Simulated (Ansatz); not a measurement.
Geometry optimisation of `OB(O)OC[SiH3]`.

```yaml
crystal:
  periodic: [false, false, false]
  atoms:
    - {symbol: O, position_ang: [0.749732, -2.304496, 0.447412]}
    - {symbol: B, position_ang: [0.413074, -1.589820, -0.684901]}
    - {symbol: O, position_ang: [0.542513, -2.168628, -1.918644]}
    - {symbol: O, position_ang: [-0.056600, -0.289573, -0.662660]}
    - {symbol: C, position_ang: [-0.218403, 0.407213, 0.561517]}
    - {symbol: Si, position_ang: [-0.563980, 2.249318, 0.181567]}
    - {symbol: H, position_ang: [0.605442, -1.802202, 1.267869]}
    - {symbol: H, position_ang: [0.877813, -3.077692, -1.830143]}
    - {symbol: H, position_ang: [0.694591, 0.347624, 1.206413]}
    - {symbol: H, position_ang: [-1.064064, -0.004681, 1.165605]}
    - {symbol: H, position_ang: [-0.738890, 2.981524, 1.486456]}
    - {symbol: H, position_ang: [0.595999, 2.837230, -0.569808]}
    - {symbol: H, position_ang: [-1.816826, 2.379283, -0.635883]}
basis:
  gaussian: {orbitals: def2-TZVP}
hamiltonian: {xc: pbe0, dispersion: d4}
relax: {f_tol: 0.005, max_steps: 150}
```

```sh
$ ansatz run in.yaml --threads 2 --pin off --events-out ev --progress --plain --max-ram 22528MiB --backend cuda --devices 0, --max-vram 18GiB
```

Shortened log:

```
Functional definition: PBE0
mean field -15841.21111567 eV, -582.1537709422 hartree, gradient 4.7e-5 eV, S^2 0.000000; 0 other end points of the search recorded, 0 dependent functions left out
relax step   1: F+E_penalty+E_count = -15841.42209545 eV  Δ(F+E_penalty+E_count) = +0.000e0 eV  max|allowed force component| = 6.013e-1 eV/Å  Δτ_max = 0.0000 Å  (27 SCF iters, accepted)
mean field -15841.24943345 eV, -582.1551790946 hartree, gradient 1.9e-5 eV, S^2 0.000000; 0 other end points of the search recorded, 0 dependent functions left out
relax step   2: F+E_penalty+E_count = -15841.46110836 eV  Δ(F+E_penalty+E_count) = -3.901e-2 eV  max|allowed force component| = 2.445e-1 eV/Å  Δτ_max = 0.0272 Å  (32 SCF iters, accepted)
mean field -15841.25453000 eV, -582.1553663894 hartree, gradient 1.9e-5 eV, S^2 0.000000; 0 other end points of the search recorded, 0 dependent functions left out
relax step   3: F+E_penalty+E_count = -15841.46646046 eV  Δ(F+E_penalty+E_count) = -5.352e-3 eV  max|allowed force component| = 4.624e-2 eV/Å  Δτ_max = 0.0155 Å  (32 SCF iters, accepted)
mean field -15841.25519741 eV, -582.1553909165 hartree, gradient 1.8e-5 eV, S^2 0.000000; 0 other end points of the search recorded, 0 dependent functions left out
relax step   4: F+E_penalty+E_count = -15841.46713202 eV  Δ(F+E_penalty+E_count) = -6.716e-4 eV  max|allowed force component| = 3.617e-2 eV/Å  Δτ_max = 0.0142 Å  (31 SCF iters, accepted)
mean field -15841.25612034 eV, -582.1554248335 hartree, gradient 1.8e-5 eV, S^2 0.000000; 0 other end points of the search recorded, 0 dependent functions left out
relax step   5: F+E_penalty+E_count = -15841.46796151 eV  Δ(F+E_penalty+E_count) = -8.295e-4 eV  max|allowed force component| = 4.823e-2 eV/Å  Δτ_max = 0.0311 Å  (30 SCF iters, accepted)
mean field -15841.25657071 eV, -582.1554413844 hartree, gradient 1.8e-5 eV, S^2 0.000000; 0 other end points of the search recorded, 0 dependent functions left out
relax step   6: F+E_penalty+E_count = -15841.46833410 eV  Δ(F+E_penalty+E_count) = -3.726e-4 eV  max|allowed force component| = 4.786e-2 eV/Å  Δτ_max = 0.0269 Å  (32 SCF iters, accepted)
mean field -15841.25695149 eV, -582.1554553777 hartree, gradient 1.8e-5 eV, S^2 0.000000; 0 other end points of the search recorded, 0 dependent functions left out
relax step   7: F+E_penalty+E_count = -15841.46871004 eV  Δ(F+E_penalty+E_count) = -3.759e-4 eV  max|allowed force component| = 3.351e-2 eV/Å  Δτ_max = 0.0313 Å  (30 SCF iters, accepted)
mean field -15841.25721844 eV, -582.1554651878 hartree, gradient 1.8e-5 eV, S^2 0.000000; 0 other end points of the search recorded, 0 dependent functions left out
relax step   8: F+E_penalty+E_count = -15841.46899763 eV  Δ(F+E_penalty+E_count) = -2.876e-4 eV  max|allowed force component| = 3.262e-2 eV/Å  Δτ_max = 0.0184 Å  (31 SCF iters, accepted)
mean field -15841.25732518 eV, -582.1554691104 hartree, gradient 1.8e-5 eV, S^2 0.000000; 0 other end points of the search recorded, 0 dependent functions left out
relax step   9: F+E_penalty+E_count = -15841.46914229 eV  Δ(F+E_penalty+E_count) = -1.447e-4 eV  max|allowed force component| = 2.246e-2 eV/Å  Δτ_max = 0.0166 Å  (31 SCF iters, accepted)
mean field -15841.25735341 eV, -582.1554701478 hartree, gradient 1.8e-5 eV, S^2 0.000000; 0 other end points of the search recorded, 0 dependent functions left out
relax step  10: F+E_penalty+E_count = -15841.46917839 eV  Δ(F+E_penalty+E_count) = -3.610e-5 eV  max|allowed force component| = 7.733e-3 eV/Å  Δτ_max = 0.0079 Å  (31 SCF iters, accepted)
mean field -15841.25738127 eV, -582.1554711716 hartree, gradient 1.9e-5 eV, S^2 0.000000; 0 other end points of the search recorded, 0 dependent functions left out
relax step  11: F+E_penalty+E_count = -15841.46919521 eV  Δ(F+E_penalty+E_count) = -1.682e-5 eV  max|allowed force component| = 3.549e-3 eV/Å  Δτ_max = 0.0029 Å  (33 SCF iters, accepted)
mean field -15841.25738127 eV, -582.1554711716 hartree, gradient 1.9e-5 eV, S^2 0.000000; 1 other end points of the search recorded, 0 dependent functions left out
Total energy: -15841.46923243 eV, -582.1632565583 hartree
Atom 0 at     0.598665    -2.335571     0.451682 Å, force    -0.001517     0.001616    -0.001046 eV/Å
Atom 1 at     0.418349    -1.572938    -0.674078 Å, force     0.002509     0.002835    -0.000679 eV/Å
Atom 2 at     0.586363    -2.141706    -1.898045 Å, force    -0.001154    -0.003177     0.001675 eV/Å
Atom 3 at     0.074181    -0.249503    -0.659197 Å, force    -0.000022    -0.001425     0.003549 eV/Å
Atom 4 at    -0.122507     0.440090     0.559655 Å, force    -0.000540    -0.000947    -0.001388 eV/Å
Atom 5 at    -0.580319     2.235404     0.178274 Å, force    -0.000085     0.000764    -0.003310 eV/Å
Atom 6 at     0.461949    -1.863074     1.274827 Å, force     0.000304    -0.000859     0.000181 eV/Å
Atom 7 at     0.825363    -3.068172    -1.828509 Å, force    -0.000266     0.002487    -0.000993 eV/Å
Atom 8 at     0.786787     0.425977     1.177992 Å, force     0.000421    -0.000318     0.000407 eV/Å
Atom 9 at    -0.928521    -0.017074     1.151929 Å, force     0.000475    -0.000017    -0.000196 eV/Å
Atom 10 at    -0.781547     2.944983     1.471052 Å, force    -0.000162    -0.000568     0.000344 eV/Å
Atom 11 at     0.517207     2.886819    -0.578821 Å, force     0.000625    -0.000164     0.000825 eV/Å
Atom 12 at    -1.835568     2.279866    -0.611958 Å, force    -0.000588    -0.000227     0.000632 eV/Å
Dipole moment:     0.004423    -0.050522     0.527079 e Å
```

It took 22 s on 2 threads of an AMD EPYC 7R13 on a shared host and a share of an NVIDIA H100 80 GB, with 0.84 GiB of host memory at the peak.
